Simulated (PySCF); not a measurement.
# Two-dimensional NMR puzzle

Compound of formula C5H11FOSi2. Correlations simulated from computed shifts and the bond graph:

HSQC (one-bond C–H):
| δH | δC |
| --- | --- |
| 7.17 | 164.0 |
| 2.43 | 40.6 |
| 1.92 | 14.9 |

COSY cross peaks (H two or three bonds apart, from the bond graph; peaks can be absent where the dihedral angle is near 90°):
| δH | δH |
| --- | --- |
| 4.30 | 1.92 |

HMBC (two and three bonds, from the bond graph):
| δH | δC |
| --- | --- |
| 7.17 | 112.9, 14.9 |
| 4.30 | 242.8, 112.9, 40.6, 14.9 |
| 4.21 | 164.0, 112.9, 14.9 |
| 2.43 | 242.8 |
| 1.92 | 242.8, 164.0, 112.9 |

Carbons without hydrogens: δ 242.8, 112.9.

PySCF calculation with shielding tensors at PBE0/pcSseg-1 (GIAO) and geometry from GFN2-xTB; no solvent model, one conformer, rapidly exchanging positions averaged, relativity neglected.

Chemical shifts δ = σref − σ; TMS for 1H (31.72 ppm) and 13C (186.93 ppm), all at this level.

Exchangeable hydrogens are left out of these lists.

Which molecule is this?

## Answers

`CC(=O)[SiH2]C/C([SiH3])=C/F`.

Mapped SMILES: `[CH3:1][C:2](=[O:3])[SiH2:4][CH2:5]/[C:6]([SiH3:7])=[CH:8]/[F:9]`; H(Xn) means a hydrogen on atom n.

1. δC 242.8 is C2, a carbonyl carbon.
2. δC 164.0 is C8, an alkene CH (δH 7.17).
3. δC 112.9 is C6, a fully substituted alkene carbon.
4. δC 40.6 is C1, a methyl carbon α to a carbonyl (δH 2.43).
5. δC 14.9 is C5, an allylic sp3 CH2 bonded to Si (δH 1.92).
6. HMBC from δH 7.17 reaches the proton-free carbon C6.
7. HMBC from δH 4.30 reaches the proton-free carbons C2, C6.
8. HMBC from δH 4.21 reaches the proton-free carbon C6.
9. HMBC from δH 2.43 reaches the proton-free carbon C2.
10. COSY links 4.30–1.92.

This is the structure that produced the data.

Shifts are as computed. Against solution values, carbons near 30 ppm lie about +3 ppm off and those near 130 ppm about +5 ppm. Of 1211 compounds with measured shifts, 218 miss one by over three times the rms of a fit or turn the order of signals round; such compounds aren't used in these exercises.
